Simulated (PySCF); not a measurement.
Molfile (atoms numbered from 1):
```
C9H17FSi
     RDKit          3D

 28 29  0  0  0  0  0  0  0  0999 V2000
   -2.2938   -2.3244   -0.5930 F   0  0  0  0  0  0  0  0  0  0  0  0
   -2.7598   -1.0678   -0.9187 C   0  0  0  0  0  0  0  0  0  0  0  0
   -1.9119   -0.0062   -0.2800 C   0  0  0  0  0  0  0  0  0  0  0  0
   -0.0729   -0.0949   -0.6877 Si  0  0  0  0  0  4  0  0  0  0  0  0
    0.8527    1.4598   -0.1499 C   0  0  0  0  0  0  0  0  0  0  0  0
    2.3675    1.2128   -0.1567 C   0  0  0  0  0  0  0  0  0  0  0  0
    2.8092    0.0174    0.6889 C   0  0  0  0  0  0  0  0  0  0  0  0
    2.3117   -1.3374    0.1839 C   0  0  0  0  0  0  0  0  0  0  0  0
    0.7886   -1.4935    0.2309 C   0  0  0  0  0  0  0  0  0  0  0  0
   -2.3002    0.4343    1.1120 C   0  0  0  0  0  0  0  0  0  0  0  0
   -2.5760    1.3298   -0.0498 C   0  0  0  0  0  0  0  0  0  0  0  0
   -2.7438   -0.9768   -2.0190 H   0  0  0  0  0  0  0  0  0  0  0  0
   -3.8094   -0.9923   -0.5783 H   0  0  0  0  0  0  0  0  0  0  0  0
    0.0751   -0.2814   -2.1707 H   0  0  0  0  0  0  0  0  0  0  0  0
    0.5288    1.7249    0.8735 H   0  0  0  0  0  0  0  0  0  0  0  0
    0.5955    2.3204   -0.7891 H   0  0  0  0  0  0  0  0  0  0  0  0
    2.7091    1.0550   -1.1962 H   0  0  0  0  0  0  0  0  0  0  0  0
    2.8928    2.1172    0.1951 H   0  0  0  0  0  0  0  0  0  0  0  0
    3.9108    0.0013    0.7315 H   0  0  0  0  0  0  0  0  0  0  0  0
    2.4681    0.1645    1.7309 H   0  0  0  0  0  0  0  0  0  0  0  0
    2.7904   -2.1393    0.7719 H   0  0  0  0  0  0  0  0  0  0  0  0
    2.6658   -1.4780   -0.8541 H   0  0  0  0  0  0  0  0  0  0  0  0
    0.4644   -2.4687   -0.1644 H   0  0  0  0  0  0  0  0  0  0  0  0
    0.4374   -1.4584    1.2786 H   0  0  0  0  0  0  0  0  0  0  0  0
   -1.5089    0.7161    1.8135 H   0  0  0  0  0  0  0  0  0  0  0  0
   -3.1449   -0.0772    1.5842 H   0  0  0  0  0  0  0  0  0  0  0  0
   -1.9770    2.2370   -0.1695 H   0  0  0  0  0  0  0  0  0  0  0  0
   -3.6152    1.4417   -0.3762 H   0  0  0  0  0  0  0  0  0  0  0  0
  1  2  1  0
  2  3  1  0
  3  4  1  0
  4  5  1  0
  5  6  1  0
  6  7  1  0
  7  8  1  0
  8  9  1  0
  3 10  1  0
 10 11  1  0
 11  3  1  0
  9  4  1  0
  2 12  1  0
  2 13  1  0
  4 14  1  0
  5 15  1  0
  5 16  1  0
  6 17  1  0
  6 18  1  0
  7 19  1  0
  7 20  1  0
  8 21  1  0
  8 22  1  0
  9 23  1  0
  9 24  1  0
 10 25  1  0
 10 26  1  0
 11 27  1  0
 11 28  1  0
M  END
```

Geometry: PBE0-D3(BJ)/def2-SVP; GIAO shifts from PySCF, gas phase, non-relativistic, averaged over equivalent atoms.

At PBE0/pcSseg-1 (279 basis functions):
| atoms | δ (ppm) |
| --- | --- |
| F1 | -226.0 |
| C2 | 94.0 |
| C7 | 31.6 |
| C6/C8 | 26.9 |
| C5/C9 | 10.9 |
| C10/C11 | 8.6 |
| C3 | 7.7 |
| Si4 | -11.5 |
| H14 | 4.40 |
| H12/H13 | 4.11 |
| H18/H21 | 1.92 |
| H19 | 1.55 |
| H17/H22 | 1.28 |
| H20 | 0.97 |
| H16/H23 | 0.84 |
| H25/H27 | 0.43 |
| H26/H28 | 0.31 |
| H15/H24 | 0.25 |

References, each an isolated molecule treated in the same way: 19F (σref 177.25) vs CFCl3; 13C (σref 184.41), 29Si (σref 351.99), 1H (σref 31.27) against TMS.

Estimate the result of repeating the calculation with WP04/pcSseg-1.

## Answers


| atoms | δ at WP04/pcSseg-1 | change |
| --- | --- | --- |
| F1 | -219.7 | +6.3 |
| C2 | 95.1 | +1.1 |
| C7 | 32.5 | +0.9 |
| C6/C8 | 29.0 | +2.1 |
| C5/C9 | 12.2 | +1.3 |
| C10/C11 | 10.2 | +1.6 |
| C3 | 9.6 | +1.9 |
| Si4 | -11.2 | +0.3 |
| H14 | 3.75 | -0.65 |
| H12/H13 | 4.00 | -0.11 |
| H18/H21 | 1.76 | -0.16 |
| H19 | 1.43 | -0.12 |
| H17/H22 | 1.21 | -0.07 |
| H20 | 0.95 | -0.02 |
| H16/H23 | 0.75 | -0.09 |
| H25/H27 | 0.46 | +0.03 |
| H26/H28 | 0.35 | +0.04 |
| H15/H24 | 0.24 | -0.01 |

Chemical shifts δ = σref − σ; CFCl3 for 19F (176.96 ppm); 13C (172.44 ppm) and 29Si (338.69 ppm) and 1H (31.56 ppm) against TMS, all at this level.

The largest change is at F1 (fluorine on an sp3 carbon). Cost: 279 basis functions. The order of the carbon signals is the same at both levels.

Unscaled 19F shifts against computed CFCl3 carry errors that often reach 10 to 50 ppm.
